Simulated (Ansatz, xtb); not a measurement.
Two isomers of C4H3F2NSe

Structure X: `Cc1n[se]c(F)c1F`, a singlet. Structure Y: `Nc1[se]c(F)cc1F`, a singlet. Both are isolated molecules in the gas phase, relaxed with PBE-D3(BJ)/def2-SVP; the shapes shown needn't be the lowest conformers.

X (Å):

```xyz
11

C    -1.8749   -1.1954    0.3073
C    -0.7882   -0.5754   -0.5197
C     0.0798    0.4889   -2.4377
C    -1.0400   -0.0384   -1.8298
F     0.1226    1.0445   -3.6421
F    -2.2574   -0.0564   -2.3939
N     0.4484   -0.5112   -0.0487
Se    1.5553    0.2982   -1.2844
H    -2.6908   -0.4679    0.4972
H    -2.3249   -2.0628   -0.2181
H    -1.4576   -1.5333    1.2733
```

Y (Å):

| atom | x (Å) | y (Å) | z (Å) |
| --- | --- | --- | --- |
| C | -1.6227 | -0.8615 | -0.6500 |
| C | 0.3617 | -0.6961 | -2.3359 |
| C | 0.2847 | 0.3669 | -1.4773 |
| C | -0.8158 | 0.2538 | -0.5643 |
| F | 1.3156 | -0.9179 | -3.2408 |
| F | -1.0644 | 1.2169 | 0.3530 |
| N | -2.8149 | -1.1197 | 0.0220 |
| Se | -1.0238 | -1.9660 | -2.0930 |
| H | -2.7809 | -1.9365 | 0.6428 |
| H | -3.1284 | -0.2992 | 0.5506 |
| H | 1.0056 | 1.1942 | -1.4586 |

Quicker runs give these differences E(Y) − E(X): GFN2-xTB +10.70 kcal/mol; HF/STO-3G +9.45 kcal/mol (at GFN2-xTB geometries); r2SCAN-D4/def2-SVP −0.15 kcal/mol (at GFN2-xTB geometries).

**Question.** Estimate E(Y) − E(X) at the level CCSD(T)/def2-SVP + ΔMP2/def2-TZVPP.

**Answer.** Too close to call at this level: CCSD(T)/def2-SVP + ΔMP2/def2-TZVPP gives E(Y) − E(X) = +1.79 kcal/mol.

Level by level:

| level | geometry | E(Y) − E(X) (kcal/mol) | departure from the last row (kcal/mol) | job, with rough time for the two |
| --- | --- | --- | --- | --- |
| GFN2-xTB | GFN2-xTB | +10.70 | +8.90 | optimisation, 0.19 s |
| HF/STO-3G | GFN2-xTB | +9.45 | +7.66 | single point, 0.56 s |
| r2SCAN-D4/def2-SVP | GFN2-xTB | −0.15 | −1.95 | single point, 4.6 s |
| PBE-D3(BJ)/def2-SVP | PBE-D3(BJ)/def2-SVP | +0.66 | −1.14 | optimisation, 24 s |
| HF/def2-SVP | PBE-D3(BJ)/def2-SVP | −3.56 | −5.36 | part of the CCSD(T) run |
| MP2/def2-SVP | PBE-D3(BJ)/def2-SVP | +0.48 | −1.32 | part of the CCSD(T) run |
| CCSD(T)/def2-SVP | PBE-D3(BJ)/def2-SVP | +1.29 | −0.51 | single point |
| CCSD(T)/def2-SVP + ΔMP2/def2-TZVPP | PBE-D3(BJ)/def2-SVP | +1.79 |  | single point, 2 min |

As drawn, Y has 1 C–N, 1 C∷Se, 1 C∷C, 2 N–H in place of 1 C–C, 1 C∷N, 1 N∷Se, 2 C–H (∷ is an aromatic bond).

HF/def2-SVP puts the two in the other order. r2SCAN-D4/def2-SVP, MP2/def2-SVP find them nearly level. The largest departure from CCSD(T)/def2-SVP + ΔMP2/def2-TZVPP is that of GFN2-xTB, 8.90 kcal/mol. The last row adds to CCSD(T) the change of the MP2 difference between the two basis sets, here +0.51 kcal/mol.

With thermal terms from frequencies at re-optimised GFN2-xTB minima (ideal gas, soft modes damped towards free rotors, one conformer each, 298.15 K, 1 atm): the zero-point term adds −0.21 kcal/mol; ΔH is +1.62 and ΔG +1.89 kcal/mol.

The correlated steps freeze 16 core orbitals; the filled d shell of Se is correlated, in a basis made for valence electrons. Programs: Ansatz 0.2.0, xtb 6.7.1; the last row on 4 threads of Arm Neoverse V1 on a shared host.
